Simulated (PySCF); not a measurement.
**La(2+): ionisation energy**

La(2+) [Xe] 5d1 (2D) → La(3+) [Xe] (1S), as a difference of total energies. All numbers are calculated (PySCF 2.14, scalar relativity by spin-free X2C-1e, in cc-pVDZ-X2C). Correlated levels: valence: [Kr] 4d10 frozen; valence and next inner shell: [Ar] 3d10 frozen. The calculations carry no spin-orbit coupling.

| method | ionisation energy (eV) |
| --- | --- |
| UHF | 18.203 |
| LDA | 19.290 |
| PBE | 19.295 |
| PBE0 | 19.227 |
| r2SCAN | 19.148 |
| LC-wPBE | 19.166 |
| BLYP | 19.147 |
| TPSS | 19.233 |
| MP2 (valence) | 18.716 |
| SCS-MP2 (valence) | 18.668 |
| MP2 (valence and next inner shell) | 18.691 |
| SCS-MP2 (valence and next inner shell) | 18.647 |

Problem. How much does correlation contribute at MP2 (valence and next inner shell)?

Solution. 18.691 − (18.203) = 0.488 eV, measured against UHF.

A first-order spin-orbit estimate (lowest level to lowest level, LS coupling) adds 0.130 eV.

Errors of the correlated levels include the incompleteness of this basis and the frozen core.

For comparison: 19.177 eV (measured; NIST Atomic Spectra Database, ionization energies).
